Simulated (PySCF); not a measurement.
# [Lu(PH3)]3+ at several levels of theory

Computed with PySCF 2.14.0 (density fitting, no spin-orbit coupling) at the geometry relaxed with PBE0:

```xyz
5
[Lu(PH3)]3+ (singlet)
Lu    0.0000    0.0000   -0.3409
P     0.0000    0.0000    2.5108
H     1.3413    0.0000    3.0025
H    -0.6707    1.1616    3.0025
H    -0.6707   -1.1616    3.0025
```

```csv
level,basis,state,HOMO (eV),gap (eV),charge on Lu1 (e),population of f-type functions on Lu1 (core shells left out),dipole about the centre of mass (D),largest force component (eV/Å)
PBE0,"Lu def2-SVP with ECP28, P def2-SVP, H def2-SVP",singlet,-24.89,4.89,2.07,14.01,4.10,0.02
TPSS,the same,singlet,-24.02,3.16,2.06,14.00,4.35,0.08
PBE0,"Lu def2-TZVP with ECP28, P def2-TZVP, H def2-TZVP",singlet,-24.74,4.76,2.20,14.00,4.26,0.22
```

Charges are Mulliken's, which hang on the basis. The relaxation used the grid (50, 194), these runs (75, 302) or, all-electron (x2c bases, spin-free X2C Hamiltonian), (99, 590).

**Question.** What does BP86 with Lu def2-SVP with ECP28, P def2-SVP, H def2-SVP give here?

**Answer.** state singlet, HOMO (eV) -24.04, gap (eV) 3.05, charge on Lu1 (e) 2.03, population of f-type functions on Lu1 (core shells left out) 14.00, dipole about the centre of mass (D) 4.64, largest force component (eV/Å) 0.25. Time: 5.9 s on 2 threads of Arm Neoverse V2 (shared host), from an already converged density.

In the first row's basis the gap widens with exact exchange: 3.1 to 3.2 eV for BP86, TPSS (none); 4.9 eV for PBE0 (a fixed share).
